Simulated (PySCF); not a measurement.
## Mayer bond orders and bond lengths

Species: C₆H₉N₃.
Numbering: `[CH2:1]=[CH:2][c:3]1[cH:4][n:5][n:6]([CH2:7][CH3:8])[n:9]1` (hydrogens: H10, H11 on C1; H12 on C2; H13 on C4; H14, H15 on C7; H16, H17, H18 on C8)

Cartesian coordinates in Å at the GFN2-xTB level; atoms count from 1:
```
atom  x, y, z in Å
C1     3.592   -0.720   -0.240
C2     2.502   -0.290    0.383
C3     1.241   -0.026   -0.266
C4     0.847   -0.165   -1.612
N5    -0.417    0.205   -1.714
N6    -0.764    0.551   -0.495
C7    -2.092    0.982   -0.167
C8    -2.991   -0.213    0.138
N9     0.178    0.430    0.402
H10    3.609   -0.902   -1.301
H11    4.510   -0.904    0.292
H12    2.502   -0.108    1.449
H13    1.403   -0.497   -2.464
H14   -2.479    1.539   -1.023
H15   -2.017    1.637    0.703
H16   -2.602   -0.767    0.989
H17   -3.036   -0.875   -0.722
H18   -3.995    0.130    0.371
```

Bond orders from the PBE0/pcSseg-1 density (PySCF). The structure is a single GFN2-xTB conformer in the gas phase; no vibrational or solvent corrections.

(1) How far do the computed orders between heavy atoms stray from the drawn ones?

(2) Give the Mayer order of every bond between heavy atoms, beside its length.

Results:

(1) The largest departure is 0.273, at N5–N6 (drawn aromatic, 1.227), counting aromatic bonds as 1.5. Drawn single, order above 1.12: C2–C3 (1.126). Drawn single, order below 0.88: N6–C7 (0.879). The bonds drawn aromatic range from 1.23 to 1.52.

(2) 
```json
{"bond": "C1–C2", "drawn as": "double", "length (Å)": "1.327", "Mayer order": "1.932"}
{"bond": "C2–C3", "drawn as": "single", "length (Å)": "1.443", "Mayer order": "1.126"}
{"bond": "C3–C4", "drawn as": "aromatic", "length (Å)": "1.409", "Mayer order": "1.278"}
{"bond": "C4–N5", "drawn as": "aromatic", "length (Å)": "1.322", "Mayer order": "1.525"}
{"bond": "N5–N6", "drawn as": "aromatic", "length (Å)": "1.313", "Mayer order": "1.227"}
{"bond": "N6–C7", "drawn as": "single", "length (Å)": "1.434", "Mayer order": "0.879"}
{"bond": "C7–C8", "drawn as": "single", "length (Å)": "1.526", "Mayer order": "1.055"}
{"bond": "N6–N9", "drawn as": "aromatic", "length (Å)": "1.307", "Mayer order": "1.240"}
{"bond": "N9–C3", "drawn as": "aromatic", "length (Å)": "1.336", "Mayer order": "1.405"}
```

Bonds between the same two heavy elements. C–C: lowest C7–C8 (1.055, 1.526 Å), highest C1–C2 (1.932, 1.327 Å). C–N: lowest N6–C7 (0.879, 1.434 Å), highest C4–N5 (1.525, 1.322 Å). N–N: all 2 within 0.02 of one another (1.227 to 1.240).

Q: And the bonds to hydrogen?

A: C–H: 0.93 to 0.99 (9 bonds).

Q: Sum the orders of all bonds at each heavy atom with more than one neighbour and set the sums beside the valence in the SMILES.

A: C1 3.824 (drawn 4), C2 3.985 (drawn 4), C3 3.809 (drawn 4), C4 3.793 (drawn 4), N5 2.752 (drawn 3), N6 3.346 (drawn 3), C7 3.814 (drawn 4), C8 3.944 (drawn 4), N9 2.645 (drawn 3). Orders between atoms that aren't bonded are not in these sums.

For a closed shell the Mayer order of atoms A and B is Σ (PS)μν (PS)νμ over the basis functions μ on A and ν on B, with P the density and S the overlap matrix.

These values come from a run that also computed NMR shieldings. On one thread of an Arm Neoverse V1, no GPU, shared host, this took 34 s and 0.85 GiB of memory at its peak.
